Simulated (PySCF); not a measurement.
## Atomic charges against the basis set

Species: C5H6F2.
Structure used (PBE0-D3(BJ)/def2-SVP), in Å, numbered top down from 1:
```xyz
13
C5H6F2 angstrom
C     -1.3891   -0.2363    0.8365
C     -0.4767    0.2358   -0.2756
C      0.6605    1.1831    0.0725
C      1.6475    0.3594   -0.3079
C      0.6762   -0.7178   -0.7019
F      0.7509   -1.8646    0.0105
F      0.6761   -1.0764   -2.0031
H     -2.0329   -1.0594    0.4925
H     -2.0409    0.5820    1.1789
H     -0.8079   -0.5970    1.6978
H     -1.0561    0.5611   -1.1568
H      0.6534    2.1939    0.4893
H      2.7368    0.4212   -0.3416
```

PBE0 throughout (PySCF), one geometry, spherical d and f functions. Geometry: PBE0-D3(BJ)/def2-SVP; no solvent, vibrations or thermal averaging. The first 7 of 11 kinds of atom are listed.

Mulliken charges (e):

```tsv
basis	functions	C1	C2	C3	C4	C5	F6	F7
STO-3G	41	-0.237	-0.084	-0.076	-0.119	+0.225	-0.110	-0.110
6-31G	75	-0.482	-0.240	-0.159	-0.074	+0.437	-0.306	-0.310
pcSseg-0	75	-0.558	-0.569	-0.145	-0.162	+0.607	-0.344	-0.346
6-31G*	110	-0.529	-0.266	-0.144	-0.183	+0.661	-0.323	-0.327
cc-pVDZ	128	-0.026	-0.138	-0.010	-0.006	+0.346	-0.194	-0.196
def2-SVP	128	+0.001	-0.193	-0.030	-0.064	+0.427	-0.217	-0.217
aug-cc-pVDZ	215	+0.457	-0.122	+0.558	-0.068	+1.507	-0.574	-0.577
6-311+G(2d,p)	225	-0.620	+0.029	-0.044	-0.103	+0.521	-0.309	-0.307
def2-TZVP	253	-0.387	-0.060	-0.148	-0.279	+0.504	-0.194	-0.193
cc-pVTZ	294	-0.293	-0.098	-0.123	-0.195	+0.435	-0.192	-0.192
IGLO-III	305	-0.387	+0.002	-0.083	-0.103	+0.444	-0.254	-0.258
```

IAO charges (e):

```json
{"basis": "STO-3G", "functions": "41", "C1": "-0.398", "C2": "-0.164", "C3": "-0.113", "C4": "-0.181", "C5": "+0.302", "F6": "-0.135", "F7": "-0.133"}
{"basis": "6-31G", "functions": "75", "C1": "-0.440", "C2": "-0.144", "C3": "-0.114", "C4": "-0.198", "C5": "+0.512", "F6": "-0.280", "F7": "-0.278"}
{"basis": "pcSseg-0", "functions": "75", "C1": "-0.427", "C2": "-0.172", "C3": "-0.108", "C4": "-0.199", "C5": "+0.507", "F6": "-0.271", "F7": "-0.267"}
{"basis": "6-31G*", "functions": "110", "C1": "-0.421", "C2": "-0.139", "C3": "-0.113", "C4": "-0.197", "C5": "+0.569", "F6": "-0.293", "F7": "-0.291"}
{"basis": "cc-pVDZ", "functions": "128", "C1": "-0.420", "C2": "-0.137", "C3": "-0.114", "C4": "-0.199", "C5": "+0.567", "F6": "-0.292", "F7": "-0.290"}
{"basis": "def2-SVP", "functions": "128", "C1": "-0.410", "C2": "-0.138", "C3": "-0.108", "C4": "-0.195", "C5": "+0.567", "F6": "-0.294", "F7": "-0.291"}
{"basis": "aug-cc-pVDZ", "functions": "215", "C1": "-0.432", "C2": "-0.137", "C3": "-0.115", "C4": "-0.199", "C5": "+0.573", "F6": "-0.302", "F7": "-0.302"}
{"basis": "6-311+G(2d,p)", "functions": "225", "C1": "-0.433", "C2": "-0.138", "C3": "-0.115", "C4": "-0.199", "C5": "+0.571", "F6": "-0.303", "F7": "-0.302"}
{"basis": "def2-TZVP", "functions": "253", "C1": "-0.433", "C2": "-0.139", "C3": "-0.115", "C4": "-0.200", "C5": "+0.579", "F6": "-0.303", "F7": "-0.303"}
{"basis": "cc-pVTZ", "functions": "294", "C1": "-0.434", "C2": "-0.140", "C3": "-0.116", "C4": "-0.201", "C5": "+0.579", "F6": "-0.302", "F7": "-0.301"}
{"basis": "IGLO-III", "functions": "305", "C1": "-0.435", "C2": "-0.139", "C3": "-0.115", "C4": "-0.200", "C5": "+0.575", "F6": "-0.303", "F7": "-0.303"}
```

Which scheme is steadiest as the basis changes?

Largest range over the bases for any column: IAO 0.28 e, Mulliken 1.28 e. IAO charges move least and Mulliken charges most, counted in e. Without the minimal STO-3G basis the ranges are IAO 0.07, Mulliken 1.16 e.

How much do the charges still move between the two largest bases, cc-pVTZ and IGLO-III?

At most, over all atoms: Mulliken 0.101 e, IAO 0.004 e.

What do the same runs give for the total energy, the frontier levels and the dipole moment?

```tsv
basis	energy (Eh)	HOMO (eV)	LUMO (eV)	μ (D)
STO-3G	-388.1533	-5.08	2.95	1.16
6-31G	-393.2523	-8.01	-0.23	2.70
pcSseg-0	-392.4463	-8.37	-0.56	2.64
6-31G*	-393.3474	-7.80	-0.03	2.18
cc-pVDZ	-393.3786	-7.94	-0.25	2.22
def2-SVP	-393.0649	-8.05	-0.36	2.30
aug-cc-pVDZ	-393.4065	-8.09	-0.61	2.52
6-311+G(2d,p)	-393.4769	-8.11	-0.61	2.57
def2-TZVP	-393.5134	-8.08	-0.51	2.44
cc-pVTZ	-393.4972	-8.04	-0.44	2.36
IGLO-III	-393.5207	-8.09	-0.58	2.50
```

The dipole is fixed by the density alone, so its range of 1.54 D shows that the density itself changes with the basis, not only its division among atoms.
